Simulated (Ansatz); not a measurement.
`[OH][In]([Cl])[Br]` + H₂ → `[OH][InH][Cl]` + HBr at 500 K and 1 bar (hydrogenolysis of the In–Br bond).

Program: Ansatz. Geometries: PBE0-D4/def2-TZVP. ΔE: electronic, gas phase. CCSD(T)/CBS adds triple-zeta CCSD(T) − MP2 to the extrapolated MP2 energy (def2 sets, frozen cores). This one scheme is used for every species. def2 core potentials past Kr. For Br, In outer-core shells are correlated without core-valence functions, which leaves a few kJ/mol of doubt a bond. Scalar relativity is left out up to krypton. One conformer a species, not always the lowest.

| species | CCSD(T)/CBS energy (Eh) | H − E (kJ/mol) | S (J/(mol·K)) |
| --- | --- | --- | --- |
| `[OH][In]([Cl])[Br]` | -3298.81138 | 76.9 | 409.5 |
| H₂ | -1.17544 | 41.0 | 145.5 |
| `[OH][InH][Cl]` | -726.02900 | 85.2 | 354.8 |
| HBr | -2573.91920 | 30.5 | 213.7 |

H − E and S are ideal-gas, rigid-rotor, harmonic terms from PBE0-D4/def2-TZVP, for one conformer and one mirror image of each species. The MP2-based limit puts H₂ 0.8 mEh under its directly extrapolated value; such offsets cancel only in part. 1 Eh = 2625.50 kJ/mol, R = 8.31446 J/(mol·K).

Task: By hand: ΔE, ΔH, ΔS and ΔG.

Result: ΔE = (-726.02900) + (-2573.91920) − (-3298.81138) − (-1.17544) = 0.03862 Eh = 101.4 kJ/mol. Δ(H − E) = 85.2 + 30.5 − 76.9 − 41.0 = -2.2, so ΔH = 99.2 kJ/mol. ΔS = 354.8 + 213.7 − 409.5 − 145.5 = 13.5 J/(mol·K). ΔG = 99.2 − 500 × (13.5)/1000 = 92.5 kJ/mol.

Task: By hand: the equilibrium constant, and the temperature at which ΔG would vanish if ΔH and ΔS stayed fixed.

Result: log₁₀ K = −ΔG/(RT ln 10) = -9.7. ΔG = 0 at ΔH/ΔS = 7348 K, far beyond where these terms or the molecules hold.

The number of gas molecules stays the same, so ΔS is small and ΔH decides. A doubt of 5 kJ/mol in ΔE shifts log₁₀ K by 0.5 here. Other conformers and mirror images would add mixing entropy, several J/(mol·K) or more a flexible species. These are equilibria of isolated gas molecules and say nothing of rates. Largest T1 diagnostic: 0.015 (customary marks: 0.02 for closed shells, 0.045 for open ones).
